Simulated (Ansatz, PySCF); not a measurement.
Molecule: CH3Si, charge 0, multiplicity 2. It need not be the lowest isomer of its formula. SMILES: C[Si]
Structure (B3LYP-D3(BJ)/def2-TZVP (Ansatz, a first-principles code) minimum search):
```
C
H 1 1.0932
H 1 1.0932 2 109.47
H 1 1.1026 2 106.58 3 -114.91
Si 1 1.8983 2 114.66 4 -114.60
```
Charge 0, spin multiplicity 2.

Property: atomisation energy (electronic, to ground-state atoms), in kcal/mol. Correlated levels leave the core frozen unless marked. UHF or UKS for open shells. Spin-orbit coupling is left out. Non-relativistic. The coupled-cluster limit lacks core correlation, which all-electron functionals hold. CBS(X,Y): correlation extrapolated as X^-3; Hartree-Fock from the larger set.

```csv
level,program,atomisation energy (kcal/mol)
HF-D4/def2-TZVPD,PySCF + dftd4,290.2
r2SCAN-D3(BJ)/def2-TZVPD,Ansatz + dftd3,379.1
r2SCANh/def2-TZVPD,Ansatz,377.3
SCS-MP2/def2-SVP,Ansatz,357.6
"CCSD(T)/CBS(cc-pV(T+d)Z,cc-pV(Q+d)Z)",Ansatz,[?]
```

Problem. What belongs in the gaps?

Solution. 
- CCSD(T)/CBS(cc-pV(T+d)Z,cc-pV(Q+d)Z), atomisation energy (kcal/mol): 378.2
